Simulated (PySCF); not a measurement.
C3H6BNO, SMILES C=C1CNB1O.

Geometry optimised at r2SCAN-D4/def2-SVP. This is a generated structure with no PubChem entry under its InChIKey; it may be hypothetical. One conformer was computed; it need not be the lowest.

Two levels are set side by side: PBE/def2-TZVP (PySCF) and ωB97X/def2-TZVP (PySCF). Same geometry, gas phase. Differences are taken from unrounded values.

```csv
quantity,PBE
orbital gap (eV),4.61
highest occupied level (eV),-5.93
lowest empty level (eV),-1.32
dipole moment (D),2.45
mean polarisability (bohr³),62.3
```

Q: These are the PBE values. What does ωB97X give? (The exact figures need the calculation; the answer reports its results.)

A: 
```tsv
quantity	ωB97X	PBE minus ωB97X
orbital gap (eV)	11.45	-6.84
highest occupied level (eV)	-9.61	3.68
lowest empty level (eV)	1.84	-3.16
dipole moment (D)	2.44	0.01
mean polarisability (bohr³)	59.2	3.1
```

Without exact exchange PBE keeps part of each electron's self-repulsion, which lifts occupied levels and narrows the gap. PBE's more diffuse valence density responds more strongly to a field. Differences between two approximate levels are no errors against the true value.

Rough cost on one machine, each run with all the roots and properties that it gave: ωB97X against PBE within a factor of 2.
